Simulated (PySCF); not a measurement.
**BeGa⁺: frontier orbitals**

r²SCAN0 at R = 2.833 Å; basis Be cc-pVDZ, Ga cc-pVDZ-PP with ECP10; scalar-relativistic core potentials; PySCF 2.14. State: ¹Σ⁺ (singlet), closed shell. Only the outer orbitals are listed, counted within each symmetry, core potentials removing the inner ones.

```csv
orbital,occ.,ε (eV),on Be (%),main shells (%)
1δ,2,-29.64,0,100 Ga d
1δ,2,-29.64,0,100 Ga d
2π,2,-29.56,0,100 Ga d
2π,2,-29.56,0,100 Ga d
4σ,2,-29.53,0,100 Ga d
5σ,2,-16.43,9,90 Ga s
6σ,2,-11.92,76,"75 Be s, 15 Ga p, 8 Ga s"
7σ,0,-7.57,58,"42 Ga p, 41 Be p, 16 Be s"
3π,0,-7.37,26,"73 Ga p, 26 Be p"
3π,0,-7.37,26,"73 Ga p, 26 Be p"
```

Question: Which are the highest filled and the lowest empty level, where do they sit, and how wide is the gap?

Answer: Highest filled 6σ at -11.92 eV (in %: 75 Be s, 15 Ga p, 8 Ga s); lowest empty 7σ at -7.57 eV (in %: 42 Ga p, 41 Be p, 16 Be s); the gap at r²SCAN0 is 4.35 eV.

```
bond order (Mayer)                                                                                                 : 0.59
⟨S²⟩                                                                                                               : 0.000
charge on Be (Mulliken, basis-dependent)                                                                           : 0.30
charge on Be (Löwdin, basis-dependent)                                                                             : 0.40
dipole moment (positive dipole points towards Ga; it is taken about the centre of mass and depends on that origin) : -3.94 D
```

Closed-shell solutions of metal pairs were not tested for spin polarisation, which can lower them a little.
